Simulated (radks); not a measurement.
Charge is removed step by step from the 4s up level of Cu, starting from [Ar] 3d10 4s(up 1, down 0). Calculated with a radial shooting solver on a logarithmic mesh with Libxc functionals: scalar-relativistic Kohn-Sham, PBE, spin-polarised, spherical densities, finite nucleus; Fermi nuclear charge, rms radius 3.8823 fm.

removed (e) = 0: E - E(0) (eV) 0.000; eigenvalue (eV) -5.004; E minus straight line (eV) 0.000
removed (e) = 0.25: E - E(0) (eV) 1.455; eigenvalue (eV) -6.649; E minus straight line (eV) -0.640
removed (e) = 0.5: E - E(0) (eV) 3.329; eigenvalue (eV) -8.350; E minus straight line (eV) -0.862
removed (e) = 0.75: E - E(0) (eV) 5.634; eigenvalue (eV) -10.101; E minus straight line (eV) -0.653
removed (e) = 1: E - E(0) (eV) 8.382; eigenvalue (eV) -11.892; E minus straight line (eV) 0.000

Removing the whole electron costs 8.382 eV by Delta-SCF, against 5.004 eV from minus the eigenvalue at the starting occupation. Slater's transition state (half an electron removed) gives 8.350 eV. Integrating minus the eigenvalue over the occupation (Janak's theorem) gives 8.383 eV. In this scalar-relativistic scheme the density is built from large components alone, so the theorem holds only approximately. The mean slope of the eigenvalue, de/dn, is 6.89 eV per electron. Ionisation energy of Cu in the NIST Atomic Spectra Database: 7.726 eV (measured).
